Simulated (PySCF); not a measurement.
CF3, SMILES F[C+](F)F, charge +1.

The structure is a stationary point at B3LYP-D3(BJ)/def2-TZVP.

All values below come from SMD-M06-2X/6-31G* (PySCF).

Solvation free energies are E(SMD) − E(gas) at the gas-phase geometry, for 1 M in both phases.

Computed solvation free energies in water, tetrahydrofuran, N,N-dimethylformamide:
```json
[
 {"solvent": "water", "ΔG(solv) (kcal/mol)": "-71.6", "its non-electrostatic (CDS) part": "4.4"},
 {"solvent": "tetrahydrofuran", "ΔG(solv) (kcal/mol)": "-63.8", "its non-electrostatic (CDS) part": "2.3"},
 {"solvent": "N,N-dimethylformamide", "ΔG(solv) (kcal/mol)": "-72.1", "its non-electrostatic (CDS) part": "2.8"}
]
```
